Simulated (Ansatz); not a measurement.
Basis-set extrapolation for C8H16, SMILES `C=CCCCCCC` (PBE0-D4/def2-TZVP geometry, frozen core, the Gaussian-basis code of Ansatz). Multiplicity 1, RHF reference.

```csv
,def2-TZVPP,def2-QZVPP
HF,-312.356912,-312.371460
MP2 correlation,-1.381733,-1.467299
CCSD(T) correlation,-1.526409,not run
```

Energies in hartree. Use E(X) = E(∞) + A·exp(−7.88·√X) for Hartree–Fock and E(X) = E(∞) + B·X^(−2.97) for correlation, with X = 3 and 4, and add CCSD(T) minus MP2 of the smaller set to the MP2 limit.

Task: What is the CCSD(T) energy at the basis-set limit?

Result: HF limit: -312.371460 + (-0.014548) × 0.13774 = -312.37346. MP2 limit: -1.467299 + (-0.085566) × 0.74074 = -1.53068. Higher-order term: -1.526409 − (-1.381733) = -0.14468. Total: -314.04882 hartree, 434.5 kJ/mol below CCSD(T)/def2-TZVPP.
